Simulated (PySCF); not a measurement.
## Rb⁺: ionisation energy

Rb⁺ [Kr] (1S) → Rb²⁺ [Ar] 3d10 4s2 4p5 (2P), as a difference of total energies. Computed with PySCF 2.14 in x2c-SVPall (6s4p5d1f, 50 functions), with scalar relativity by spin-free X2C-1e. Correlated levels: valence: [Ar] 3d10 4s2 frozen. The calculations carry no spin-orbit coupling.

```
           method  ionisation energy (eV)  difference from reference (eV)
              UHF                  27.618                          +0.328
             MN15                  28.781                          +1.491
           M06-2X                  28.564                          +1.274
    MP2 (valence)                  28.382                          +1.092
SCS-MP2 (valence)                  28.324                          +1.034
   CCSD (valence)                  28.362                          +1.072
CCSD(T) (valence)                  28.382                          +1.092
```

Reference: 27.290 eV (measured; NIST Atomic Spectra Database, ionization energies).

The reference lies between the lowest fine-structure levels, while these numbers refer to the centres of the terms.

Errors of the correlated levels include the incompleteness of this basis and the frozen core.
